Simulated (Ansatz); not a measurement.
Isolated molecules relaxed with PBE0-D4/def2-TZVP in Ansatz; ΔE leaves out vibrations. CCSD(T)/CBS is the MP2 limit (def2-TZVPP, def2-QZVPP) plus CCSD(T) − MP2 in def2-TZVPP, frozen cores. This one scheme is used for every species. DFT in def2-TZVPP. B3LYP here is the variant with VWN-RPA as its local correlation; programs differ in this. Elements past krypton have def2 core potentials. For Sn outer-core shells are correlated without core-valence functions, which leaves a few kJ/mol of doubt a bond.

Consider the ligand exchange at the Si–C bond: `C[SiH](C)[SnH3]` + H–F → `C[SiH](F)[SnH3]` + CH₄.

```tsv
level	ΔE (kcal/mol)
B3LYP-D4	-33.7
SCS-MP2/def2-QZVPP	-32.8
```

Task: What does CCSD(T)/CBS give? (Estimate.)

Result: Computed: -31.4 kcal/mol. The listed levels differ from it by -2.3, -1.4 kcal/mol.

Largest T1 diagnostic among the species: 0.013.

In def2-TZVPP, CCSD(T) changes the Hartree–Fock value by +6.7 kcal/mol (the triples alone add +0.8 kcal/mol) and MP2 by +7.3 kcal/mol. The D4 term adds +2.1 kcal/mol with B3LYP and +1.2 kcal/mol with PBE0; it sums over pairs of atoms, weighted by their polarisabilities, and B3LYP, whose exchange is more repulsive, gets the larger term.
